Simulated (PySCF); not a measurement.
**Threshold energies of InSb in a plasma**

PBE in PySCF with def2-TZVPPD on every atom (core potentials on In, Sb), for the lowest determinant that a PBE0 search found; no spin–orbit coupling.

```csv
species,state (unpaired electrons),Re (Å),ωe (cm⁻¹),energy of the minimum from the neutral (eV),De (eV),dissociates to
InSb,triplet (π ↑↑),2.970,139,0.00,1.84,In + Sb
InSb⁺,"quartet (σ ↑, π ↑↑)",3.135,84.0,6.74,0.69,In⁺ + Sb
```

Problem. Work out the lowest energy to break InSb into atoms, from its vibrational ground state.

Solution. D0 = De − ωe/2 = 1.84 − 0.01 = 1.83 eV (PBE/def2-TZVPPD).

Problem. Work out the ionisation energy of the In atom at this level and the threshold of dissociative ionisation.

Solution. IE(In) = 6.74 + 0.69 − 1.84 = 5.59 eV, so In⁺ + Sb + e⁻ appears at D0 + IE(In) = 7.42 eV (PBE/def2-TZVPPD). The measured IE(In) is 5.786 eV (NIST ASD).

These are thermodynamic thresholds; the onsets seen under electron impact lie higher where the geometry changes, and cross-sections peak well above them.

Spin–orbit coupling is left out, which matters for elements this heavy, above all for dissociation energies. For an ion De counts to the pair picked by the measured ionisation energies or electron affinities, which need not be the lowest pair at this level. States were picked by a PBE0 search and need not be the measured ground states.
